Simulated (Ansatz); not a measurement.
```yaml
crystal:
  periodic: [false, false, false]
  atoms:
    - {symbol: C, position_ang: [-1.425739, 0.560255, -0.310260]}
    - {symbol: Ga, position_ang: [0.349268, -0.100452, -0.072977]}
    - {symbol: N, position_ang: [1.026007, -0.960994, 1.348432]}
    - {symbol: O, position_ang: [1.621176, 0.076208, -1.374546]}
    - {symbol: H, position_ang: [-1.916836, 0.139906, -1.142202]}
    - {symbol: H, position_ang: [-2.012525, 0.445682, 0.662486]}
    - {symbol: H, position_ang: [-1.446839, 1.689580, -0.432650]}
    - {symbol: H, position_ang: [2.049651, -1.300952, 1.331874]}
    - {symbol: H, position_ang: [0.480310, -1.195030, 2.209689]}
    - {symbol: H, position_ang: [1.358933, 0.558659, -2.168075]}
basis:
  gaussian: {orbitals: pcseg-2}
hamiltonian: {xc: {name: M06-2X}}
accuracy: high
output: {forces: true}
```

```sh
$ ansatz run in.yaml --threads 4 --pin off --events-out ev --progress --plain --max-ram 10444MiB
```

It prints (some lines left out):

```
Error: YAML parse error: error: line 16 column 19: hamiltonian.xc: no functional is named "M06-2X"; the names, which are not case-sensitive, are SVWN5, SPW92, PBE, PBE0, PBEsol, revPBE, revPBE0, RPBE, rPW86-PBE, HSE06, wPBEh, LC-wPBE, HISS, HF, BLYP, B3LYP, B3LYP5, BHLYP, CAM-B3LYP, r2SCAN, r2SCANh, r2SCAN0, r2SCAN50, m-r2SCAN, B97, wB97, wB97X, wB97X-V, B97M-V, wB97M-V, B2PLYP, B2GP-PLYP, PBE0-DH, PBE-QIDH
14 | basis:
15 |   gaussian: {orbitals: pcseg-2}
16 | hamiltonian: {xc: {name: M06-2X}}
17 | accuracy: high
18 | output: {forces: true}
```

Question: What is wrong with this run?

Answer: The method's name isn't one that the program takes here. The program refused the input.

HSE06 is defined as in plane-wave codes.
